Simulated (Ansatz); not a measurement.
Consider the formal exchange of groups at the Si–C bond: `C=C[SiH2]O[SiH](F)F` + propane → `F[SiH](F)O[SiH3]` + `C=CCCC`.

Isolated molecules relaxed with PBE0-D4/def2-TZVP in Ansatz; ΔE leaves out vibrations. CBS: MP2 limit from def2 TZ/QZ plus the TZ coupled-cluster correction, frozen cores. Functionals use def2-TZVPP. B3LYP here is the variant with VWN-RPA as its local correlation; programs differ in this. One conformer a species, not always the lowest.

| level | ΔE (kJ/mol) | difference from CCSD(T)/CBS |
| --- | --- | --- |
| r2SCAN-D4 | 41.3 | 3.5 |
| PBE0-D4 | 39.2 | 1.4 |
| B3LYP-D4 | 41.3 | 3.5 |
| ωB97X-V | 37.2 | -0.6 |
| ωB97M-V | 39.5 | 1.7 |
| B2PLYP | 37.0 | -0.8 |
| PBE | 37.3 | -0.5 |
| r2SCAN | 40.5 | 2.7 |
| HF/def2-TZVPP | 33.2 | -4.6 |
| MP2/def2-TZVPP | 35.6 | -2.2 |
| SCS-MP2/def2-TZVPP | 34.2 | -3.6 |
| CCSD(T)/def2-TZVPP | 36.4 | -1.4 |
| HF/def2-QZVPP | 32.8 | -5.0 |
| SCS-MP2/def2-QZVPP | 34.9 | -2.9 |
| HF/CBS(def2) | 32.8 | -5.0 |
| CCSD/CBS(def2) | 37.2 | -0.6 |
| CCSD(T)/CBS | 37.8 | 0 |

Largest T1 diagnostic among the species: 0.012.

The D4 term adds +4.4 kJ/mol with B3LYP and +2.5 kJ/mol with PBE0; it sums over pairs of atoms, weighted by their polarisabilities, and B3LYP, whose exchange is more repulsive, gets the larger term.
